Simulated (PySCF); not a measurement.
C₄H₆OSi, SMILES C#CC[SiH2]C=O, GFN2-xTB optimised geometry.

```
12

C      1.88    -0.97     0.00
C      0.68    -0.98     0.00
C     -0.76    -0.98     0.00
Si    -1.47     0.80     0.00
C     -0.73     1.67    -1.55
O     -1.38     2.25    -2.38
H      2.93    -0.98     0.00
H     -1.12    -1.53    -0.88
H     -1.12    -1.52     0.88
H     -0.98     1.53     1.17
H     -2.93     0.77    -0.09
H      0.37     1.61    -1.67
```

Density from B3LYP/def2-TZVP (PySCF) at that geometry.

Minimum of the electron density along straight lines between bonded atoms, close to the bond critical point (lines longer than 1.1 times the sum of covalent radii, or with two minima, are not listed):

| bond | length / Å | ρ at the minimum / e bohr⁻³ | ∇²ρ there / e bohr⁻⁵ | position (fraction from the first atom) |
|---|---|---|---|---|
| C1–C2 | 1.197 | 0.423 | (withheld) | 0.48 |
| C2–C3 | 1.444 | 0.277 | -0.76 | 0.53 |
| C3–Si4 | 1.917 | 0.113 | 0.12 | 0.61 |
| Si4–C5 | 1.920 | 0.118 | 0.13 | 0.39 |
| C5–O6 | 1.205 | 0.423 | (withheld) | 0.34 |
| C1–H7 | 1.049 | (withheld) | -1.15 | 0.66 |
| C3–H8 | 1.093 | 0.275 | -0.93 | 0.64 |
| C3–H9 | 1.092 | 0.275 | -0.93 | 0.64 |
| Si4–H10 | 1.465 | 0.126 | 0.17 | 0.49 |
| Si4–H11 | 1.461 | 0.127 | 0.17 | 0.49 |
| C5–H12 | 1.113 | 0.276 | -0.96 | 0.65 |

Task: Complete the blanks.

Result: 
- C1–C2, ∇²ρ there / e bohr⁻⁵: -1.23
- C5–O6, ∇²ρ there / e bohr⁻⁵: 0.00
- C1–H7, ρ at the minimum / e bohr⁻³: 0.301
